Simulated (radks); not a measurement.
Excited configurations of Hg: one electron is placed in a higher orbital outside [Xe] 4f14 5d10 6s1. The ground configuration is [Hg]. Method: scalar-relativistic Kohn-Sham, r2SCAN, spin-unpolarised, spherical densities, finite nucleus; meta-GGA in the generalised Kohn-Sham scheme; Fermi nuclear charge, rms radius 5.4648 fm; computed with a radial shooting solver on a logarithmic mesh with Libxc functionals. Excitation = E - E(ground); binding = E(ion) - E, where the ion is the core of charge +1; n* = 1/sqrt(2 binding) in atomic units, and the quantum defect is n - n*.

outer orbital  excitation (eV)  binding (eV)     n*  <r> (bohr)
5f                       9.929         0.841  4.021       18.51
6p                       6.403         4.367  1.765       4.194
6d                       9.307         1.463  3.050       10.74
6f                      10.197         0.573  4.871       31.48
7s                       8.114         2.656  2.263       7.941
7p                       9.028         1.743  2.794       11.08
7d                       9.878         0.892  3.905       20.64
7f                      10.360         0.410  5.760       47.41

The Delta-SCF ionisation energy is 10.770 eV (NIST Atomic Spectra Database: 10.438 eV, measured). Self-interaction in the functional shifts the binding energies and quantum defects, so they are the method's values and not measured ones. Spin polarisation and multiplet splitting are left out, so open shells lie too high by an amount that depends on their filling.

Beside tabulated values, note that spin-unpolarised runs miss the spin-polarisation part of the exchange energy of open shells.
